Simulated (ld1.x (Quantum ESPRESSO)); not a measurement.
# PBEsol TM dataset for Bi, scalar-relativistic all-electron reference.

- Element: Bi
- Generator: ld1.x (Quantum ESPRESSO) 7.5
- Type: norm-conserving Troullier–Martins (Kleinman–Bylander form)
- Functional: PBEsol
- Relativity: scalar-relativistic
- Frozen core: [Xe] 4f14 5d10
- Valence charge: 5
- Reference configuration: 6s2 6p3
- Partial waves: 6s (bound): rc 1.85 bohr; 6p (bound): rc 1.80 bohr; 6d channel at 0.4 Ry: rc 1.80 bohr
- Local potential: the d channel
- Core correction: none

All-electron outer shells of the reference configuration (PBEsol, scalar-relativistic, ld1.x):

```
shell  level (eV)  outermost node (bohr)  outermost maximum (bohr)
   5p      -95.82                   0.48                      0.86
   5d      -27.06                   0.51                      1.03
   6s      -14.53                   0.98                      1.86
   6p       -4.60                   1.14                      2.44
```

Estimate the cutoffs (Ry, on a coarse ladder) from which the occupation-weighted sum of valence levels, in a spherical-Bessel basis at the reference potential, stays within 10 and 1 mRy of its value at 400 Ry.

40 Ry and 110 Ry.

What does a ghost test show?

Ghost states, extra bound levels that the all-electron valence spectrum of the same l lacks: s at -1425.3 eV, p at -764.8 eV. A true bound ghost makes a file unfit for plane-wave use.

Tests: 6s2 6p2; 6s2 6p1; 6s2 6p0; 6s1 6p4; 6s1 6p0; 6s2 6p3.3; 6s0 6p5. Which has the largest error in its energy relative to the reference configuration, and how large is it?

6s0 6p5, with +147 meV (all-electron minus pseudo) on +20.57 eV.
